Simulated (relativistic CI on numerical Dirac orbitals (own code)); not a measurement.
Tc6+: M2,3 absorption edge

Computed with this model: Dirac-Coulomb-Breit CI, KLI orbitals optimised for each configuration, model QED, valence Slater integrals scaled by 0.9, multiplet model of core-to-valence dipole absorption; configurations [Kr] 4d → [Ne] 3s2 3p5 3d10 4s2 4p6 4d2; 300 K; Lorentzian 2 eV and Gaussian 0.4 eV FWHM. Energies are those of the free ion, without screening or charge transfer. The branching ratio is the share of the lower-energy edge in the whole absorption, uncertain by about 0.02 where the edges overlap. S is read from ⟨S²⟩ = S(S + 1).

Field parameters in Wybourne normalisation: Oh B⁴₀ = 21Dq, B⁴₄ = √(5/14) B⁴₀. The field is a parameter set, without covalency.

Computed curve for Oh, 10Dq = 29950 cm⁻¹, scaled to 100 at the maximum (points under 2 are left out and the grid is thinned):

(Energy (eV), Intensity): (429.50, 2.0), (430.50, 2.4), (431.50, 3.0), (432.50, 3.8), (433.75, 5.3), (434.75, 7.4), (435.75, 11.3), (436.75, 19.7), (437.75, 41.5), (438.75, 80.1), (440.00, 95.2), (441.00, 83.3), (442.00, 91.9), (443.00, 99.0), (444.00, 89.2), (445.00, 52.5), (446.00, 25.0), (447.25, 12.4), (448.25, 8.4), (449.25, 6.4), (450.25, 5.4), (451.25, 4.4), (452.25, 4.0), (453.50, 3.9), (454.50, 4.4), (455.50, 5.6), (456.50, 8.4), (457.50, 16.4), (458.50, 35.5), (459.50, 35.3), (460.75, 30.1), (461.75, 29.0), (462.75, 33.0), (463.75, 31.7), (464.75, 23.0), (465.75, 10.7), (467.00, 5.0), (468.00, 3.3), (469.00, 2.5), (470.00, 2.1)

The ground state has S = 0.50, and the centroid lies at 446.84 eV.
